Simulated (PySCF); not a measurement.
Br: excitation energy

Br [Ar] 3d10 4s2 4p5 (2P) → Br [Ar] 3d10 4s1 4p6 (2S), as a difference of total energies. Calculation: PySCF 2.14, in aug-cc-pVTZ-PP with ECP10MDF (6s5p4d2f, 55 functions); a scalar-relativistic core potential. Correlated levels: valence: 3s2 3p6 3d10 frozen. The calculations carry no spin-orbit coupling.

```json
{"method": "UHF", "excitation energy (cm⁻¹)": "121990"}
{"method": "LDA", "excitation energy (cm⁻¹)": "99733"}
{"method": "PBE", "excitation energy (cm⁻¹)": "99720"}
{"method": "PBE0", "excitation energy (cm⁻¹)": "105360"}
{"method": "r2SCAN", "excitation energy (cm⁻¹)": "104310"}
{"method": "M06-L", "excitation energy (cm⁻¹)": "103370"}
{"method": "M06-2X", "excitation energy (cm⁻¹)": "106450"}
{"method": "PW91", "excitation energy (cm⁻¹)": "99923"}
{"method": "MN15", "excitation energy (cm⁻¹)": "102390"}
{"method": "MP2 (valence)", "excitation energy (cm⁻¹)": "105360"}
{"method": "SCS-MP2 (valence)", "excitation energy (cm⁻¹)": "103540"}
```

The upper state lies above the first ionisation limit, where it may autoionise and the basis confines it.
